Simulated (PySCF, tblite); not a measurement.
Species: CH11NSi3.
Numbering: `[CH3:1][SiH2:2][Si@@H:3]([NH2:4])[SiH3:5]` (hydrogens: H6, H7, H8 on C1; H9, H10 on Si2; H11 on Si3; H12, H13 on N4; H14, H15, H16 on Si5)

Structure used (GFN2-xTB), in Å, numbered top down from 1:
```xyz
16
CH11NSi3 angstrom
C      2.2825    0.2316   -0.6572
Si     1.0840   -1.2384   -0.5318
Si    -0.9447   -0.5786    0.3762
N     -0.5764   -0.0923    2.0007
Si    -2.0398    1.2322   -0.5615
H      3.2252   -0.0572   -1.1128
H      2.5031    0.6432    0.3235
H      1.8590    1.0320   -1.2579
H      1.7845   -2.2945    0.2218
H      0.9127   -1.7791   -1.8901
H     -1.8685   -1.7481    0.3693
H     -0.0116   -0.6945    2.5781
H     -1.2942    0.3297    2.5680
H     -1.1941    2.4245   -0.6797
H     -3.2372    1.6758    0.1638
H     -2.4920    0.9225   -1.9217
```

Method: CAM-B3LYP/def2-SVPD in PySCF (dipole) on a GFN2-xTB geometry, gas phase.

Masses are those of the commonest isotopes; rigid-rotor values at the optimised geometry. The values belong to one conformer with, in the numbering `[CH3:1][SiH2:2][Si@@H:3]([NH2:4])[SiH3:5]`, C1–Si2–Si3–N4 -65°, Si2–Si3–N4–H -48° and 174°.

Problem. What are A, B and C (MHz)?

Solution. Ia = 173.27, Ib = 384.32, Ic = 448.69 u·Å²; 505379 MHz·u·Å²/I gives A = 2917, B = 1315, C = 1126 MHz.

Problem. What kind of rotor is it?

Solution. An asymmetric top. Ray's parameter κ = (2B − A − C)/(A − C) = -0.789; −1 is the prolate and +1 the oblate limit.

Problem. Is it planar, by Δ = Ic − Ia − Ib?

Solution. Not planar: Δ = Ic − Ia − Ib = -108.91 u·Å². For a rigid frame Δ = −2 Σ m c², so Σ m c² = 54.45 u·Å² lies off the ab plane: 17.35 from hydrogen and 37.11 from heavier atoms. The atom farthest from that plane is 1.90 Å away.

Problem. Which lines would a microwave search look for?

Solution. The dipole components are |μa| = 0.05 D, |μb| = 1.08 D, |μc| = 0.56 D. The squared components, which scale the intensities, stand as 0.00 : 1.00 : 0.27 (a : b : c). Some lines, for components of 0.1 D or more:

```tsv
type	branch	J(Ka,Kc)	MHz	lower level (cm⁻¹)
c	Q	3(1,3) ← 3(0,3)	1198	0.486
c	Q	1(1,1) ← 1(0,1)	1602	0.081
b	R	3(1,2) ← 2(2,1)	2792	0.471
b	R	1(1,1) ← 0(0,0)	4043	0.000
b	Q	4(2,2) ← 4(1,3)	4405	0.901
b	Q	3(2,2) ← 3(1,3)	5663	0.526
b	R	2(1,2) ← 1(0,1)	6296	0.081
b	Q	5(2,4) ← 5(1,5)	6555	1.228
c	Q	4(3,2) ← 4(2,2)	8302	1.048
b	Q	4(3,1) ← 4(2,2)	8308	1.048
c	Q	3(3,1) ← 3(2,1)	8412	0.717
b	R	4(0,4) ← 3(1,3)	8416	0.526
b	R	5(1,4) ← 4(2,3)	8424	1.040
b	Q	3(3,1) ← 3(2,2)	8489	0.715
b	R	5(0,5) ← 4(1,4)	10978	0.838
c	Q	5(4,2) ← 5(3,2)	11812	1.734
b	Q	5(4,2) ← 5(3,3)	11835	1.733
c	Q	4(4,1) ← 4(3,1)	11840	1.325
b	R	3(2,2) ← 2(1,1)	12129	0.310
b	R	5(1,5) ← 4(0,4)	12617	0.807
c	Q	5(5,1) ← 5(4,1)	15231	2.128
c	R	3(3,1) ← 2(2,1)	15813	0.471
b	R	5(2,4) ← 4(1,3)	16349	0.901
c	R	4(3,1) ← 3(2,1)	18212	0.717
c	R	5(3,3) ← 4(2,3)	20783	1.040
c	R	5(4,2) ← 4(3,2)	24087	1.325
b	R	5(4,1) ← 4(3,2)	24087	1.325
```

Problem. Estimate the classical rotational partition function at 25 K, 50 K and 298.15 K.

Solution. Point group C1, symmetry number σ = 1; q = (√π/σ)·√((kT/h)³/(ABC)), k/h = 20836.6 MHz/K: 10100 at 25 K, 28700 at 50 K, 418000 at 298.15 K.

Its lowest GFN2-xTB frequency is 15 cm⁻¹, too small to tell a flat minimum from a shallow saddle. Constants of a rigid frame at the computed geometry: no zero-point averaging, no centrifugal distortion. A rigid rotor knows nothing of inversion at nitrogen or internal rotation, which can split or shift real lines. Quadrupole hyperfine structure (14N) is left out.
